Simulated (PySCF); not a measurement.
CH₃BrClIn, SMILES [CH3][In]([Cl])[Br].

Geometry: PBE-D3(BJ)/def2-SVP. The structure was generated by enumeration; whether it is a known compound was not checked. The def2 effective core potentials stand for the cores of In; spin–orbit coupling is left out.

Two levels are set side by side: PBE/def2-TZVP (PySCF) and ωB97X/def2-TZVP (PySCF). Same geometry, gas phase. Differences are taken from unrounded values.

```tsv
quantity	ωB97X	PBE	PBE minus ωB97X
orbital gap (eV)	10.46	4.11	-6.35
highest occupied level (eV)	-10.52	-6.95	3.57
lowest empty level (eV)	-0.06	-2.84	-2.78
dipole moment (D)	3.75	3.62	-0.13
mean polarisability (bohr³)	81.4	86.6	5.2
```

PBE's occupied levels lie high since its potential decays too fast outside the molecule; exact exchange lowers them and widens the gap. Loosely held outer electrons make PBE densities more polarisable. Differences between two approximate levels are no errors against the true value.

Rough cost on one machine, each run with all the roots and properties that it gave: ωB97X against PBE within a factor of 2.
